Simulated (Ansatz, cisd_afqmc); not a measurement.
Species: AgI, charge 0, singlet. AgI (SMILES [I][Ag]).
B3LYP-D3(BJ)/def2-TZVP minimum from Ansatz (a first-principles code):
```
Ag
I 1 2.5929
```
Charge 0, spin multiplicity 1.

Atomisation energy term by term, kcal/mol (programs: Ansatz, cisd_afqmc). Radicals and triplets start from unrestricted determinants; spin-orbit coupling is neglected. Correlated methods leave the cores frozen (noble-gas shells, and filled d and f shells in the p block). Past Kr the def2 sets carry scalar-relativistic core potentials. AFQMC is phaseless with a CISD trial state; ± is one standard error, without the phaseless bias. Outlying blocks are dropped, and bars are widened where a walk drifts. Over all cases where full CI ran beside it in this data, AFQMC minus full CI had a median of +0.1 mEh and passed +0.4 mEh in a tenth of the cases. CBS(X,Y): correlation extrapolated as X^-3, Hartree-Fock from the larger set. A bracket is a step between two methods taken in the basis named. Spin-orbit terms, left out, reach several kcal/mol for Br and I, and more for heavier atoms.

| term | basis | kcal/mol |
|---|---|---|
| Hartree-Fock | def2-QZVPP | 41.20 |
| CCSD correlation | CBS(def2-TZVPP,def2-QZVPP) | 18.22 |
| (T) | CBS(def2-TZVPP,def2-QZVPP) | 2.49 |
| CCSDT(Q) - CCSD(T) | def2-TZVPP | 0.08 |
| sum: De |  | 62.0 |

The step beyond CCSD(T) by other levels: AFQMC/CISD in def2-SVP 0.04 ± 0.17; CCSDT(Q) in def2-SVP 0.17; AFQMC/CISD in def2-TZVPP 0.25 ± 0.33 kcal/mol.
